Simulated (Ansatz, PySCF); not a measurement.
System: HS$_{2}$, charge 0, multiplicity 2. It need not be the lowest isomer of its formula. 
Coordinates optimised at B3LYP-D3(BJ)/def2-TZVP (Ansatz, an electronic-structure program):
SMILES: S[S]
```xyz
3

S     -0.9203     0.0126     0.4581
S      0.8239     0.0408    -0.4735
H      1.5432    -0.8556     0.2469
```
Charge 0, spin multiplicity 2.

Quantity: atomisation energy (electronic, to ground-state atoms), in kJ/mol. Cores are frozen in the correlated levels unless marked. Open shells are spin-unrestricted. Spin-orbit coupling is left out. No relativistic terms. The coupled-cluster limit lacks core correlation, which all-electron functionals hold. CBS(X,Y): correlation extrapolated as X^-3; Hartree-Fock from the larger set.

```
level                       program  atomisation energy (kJ/mol)
-------------------  --------------  ---------------------------
HF/6-31G                     Ansatz                        171.9
PBE-D4/def2-TZVPD    Ansatz + dftd4                        730.9
M06-L-D4/def2-TZVPD   PySCF + dftd4                        704.9
B97M-V/def2-TZVPD            Ansatz                        713.3
```

### Question
Predict the CCSD(T)/CBS(def2-TZVPPD,def2-QZVPPD) result (Ansatz).

### Answer
685.7 kJ/mol, so B97M-V/def2-TZVPD differs from it by 27.6 kJ/mol.
